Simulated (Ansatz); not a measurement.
HfSi2⁺. The state is a doublet with charge 1. Geometry PBE-D4/def2-TZVP, that of the neutral singlet; atoms count from 1.

```xyz
3

Hf    1.3728    0.0632   -0.4220
Si   -0.3359   -0.4072    1.2950
Si   -1.0369    0.3440   -0.8730
```

In the def2 sets Hf takes a core potential; there is no spin–orbit coupling. The structure comes from a short search, and lower isomers may exist.

Problem. Estimate the Mulliken populations from the PBE0/def2-TZVP orbitals of Ansatz.

Solution. 
| atom | charge (e) | spin (α − β) | d electrons |
| --- | --- | --- | --- |
| Hf1 | 0.78 | 0.47 | 2.09 |
| Si2 | 0.11 | 0.27 | – |
| Si3 | 0.11 | 0.27 | – |
Mulliken values depend strongly on the basis.

Problem. Where does the spin sit?

Solution. Summed by element: Hf 0.47, Si 0.53, of 1 unpaired in all. Largest on single atoms: Hf1 0.47, Si2 0.27, Si3 0.27.

Problem. And the Mayer bond orders between heavy atoms (over 0.3)?

Solution. Hf1–Si2 1.79 (2.47 Å); Hf1–Si3 1.79 (2.47 Å); Si2–Si3 1.04 (2.40 Å).
